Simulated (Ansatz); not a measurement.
A nudged elastic band was laid between two geometries of C3H9BOSi (15 atoms, charge 0, multiplicity 1).

The calculation used RKS PBE0/def2-SVP in Ansatz 0.2.0.

* movable images: 5
* climbing image: yes
* spring: 5.0 eV/Å²
* optimiser: quadratic models (default)
* start path: through a guess of the saddle point
* force threshold: 0.05 eV/Å
* iteration limit: 60
* end points: relaxed

First end point:

```xyz
15
Properties=species:S:1:pos:R:3
B -1.605 1.282 0.193
C -0.632 0.958 1.349
Si 0.257 -0.664 0.915
C 0.715 -0.672 -0.913
C 1.976 -0.727 -1.363
O -0.310 -0.493 -1.804
H -1.409 2.189 -0.581
H -2.591 0.588 0.026
H 0.120 1.735 1.554
H -1.170 0.692 2.276
H 1.479 -0.866 1.747
H -0.710 -1.783 1.156
H 2.193 -0.676 -2.434
H 2.810 -0.814 -0.665
H -1.144 -0.798 -1.426
```

Last end point:

```xyz
15
Properties=species:S:1:pos:R:3
B -1.225 1.696 0.264
C -0.392 0.965 1.343
Si -0.122 -0.825 0.802
C 0.696 -0.979 -0.894
C 1.299 0.055 -1.500
O 0.728 -2.207 -1.481
H -0.731 2.506 -0.485
H -2.403 1.440 0.138
H 0.591 1.407 1.567
H -0.964 0.829 2.279
H 0.704 -1.551 1.818
H -1.432 -1.551 0.719
H 1.788 -0.074 -2.471
H 1.322 1.042 -1.037
H 0.119 -2.805 -1.035
```

Problem. What changes between the two ends?

Solution. No bond is made or broken. The dihedral C2–Si3–C4–O6 goes from -56 to -169°.

Problem. Give the energies along the band, and the barrier.

Solution. The run converged. The highest image is number 3 of 0 to 6, 0.101 eV above the first end and 0.050 eV above the last; the last end lies 0.050 eV above the first. A vibrational analysis at the climbing image gives one clearly imaginary mode, 54i cm⁻¹: a first-order saddle point.

```tsv
image	path coordinate (Å)	energy (eV)	dihedral C2–Si3–C4–O6 (°)
0	0.00	0.000	-56
1	1.04	0.024	-76
2	2.07	0.075	-98
3	3.11	0.101	-125
4	3.96	0.088	-144
5	4.80	0.064	-158
6	5.65	0.050	-169
```

Problem. What is the geometry of the highest image?

Solution. 
```xyz
15
Properties=species:S:1:pos:R:3
B -1.606 1.481 0.368
C -0.447 1.017 1.273
Si -0.015 -0.765 0.782
C 0.746 -0.879 -0.948
C 1.837 -0.173 -1.280
O 0.168 -1.701 -1.865
H -1.392 1.966 -0.719
H -2.756 1.300 0.704
H 0.495 1.571 1.128
H -0.698 0.959 2.345
H 0.909 -1.322 1.816
H -1.243 -1.629 0.747
H 2.271 -0.243 -2.282
H 2.319 0.485 -0.556
H -0.610 -2.119 -1.483
```

Problem. What are the harmonic wavenumbers there?

Solution. 54i, 35, 119, 186, 215, 265, 327, 383, 441, 544, 621, 669, 675, 714, 741, 799, 857, 917, 932, 941, 980, 1047, 1066, 1091, 1212, 1243, 1327, 1398, 1410, 1711, 2193, 2229, 2570, 2661, 3069, 3148, 3170, 3276, 3887 cm⁻¹.

The run took 13 min on 2 threads of Arm Neoverse V1 (shared host), peak memory 0.39 GiB.
